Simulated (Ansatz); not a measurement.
`S[CH](S)[GeH3]`, relaxed with RKS PBE0-D4/def2-TZVP in Ansatz 0.2.0 from a PBE-D4/def2-SVP geometry. The force threshold is 0.005 eV/Å; the program also tests the step.

Total charge 0; spin multiplicity 1.

Start:

```xyz
10

S    -0.254   -0.511    2.029
C     0.371   -0.333    0.330
S     1.737    0.912    0.308
Ge   -1.136    0.271   -0.828
H     0.896   -1.010    2.574
H     0.750   -1.308   -0.038
H     2.126    0.692   -0.984
H    -1.687    1.597   -0.257
H    -2.255   -0.805   -0.888
H    -0.550    0.495   -2.246
```

Problem. By how much does the energy fall, and how many steps does the optimiser take? (Best estimate.)

Solution. Ansatz gave: 4.08 kJ/mol, in 6 steps.

Problem. Which bonds change most? (Best estimate.)

Solution. Ansatz gave: C2–S3 from 1.848 to 1.817 Å; S1–C2 from 1.819 to 1.796 Å; S1–H5 from 1.367 to 1.346 Å; S3–H7 from 1.367 to 1.347 Å.

Problem. Give the relaxed structure. (Estimate.)

Solution. Ansatz gave: 
```xyz
10

S    -0.241   -0.479    2.012
C     0.373   -0.338    0.331
S     1.748    0.849    0.300
Ge   -1.114    0.272   -0.823
H     0.875   -0.993    2.562
H     0.716   -1.314   -0.013
H     2.046    0.726   -1.008
H    -1.678    1.572   -0.241
H    -2.204   -0.811   -0.900
H    -0.523    0.517   -2.220
```
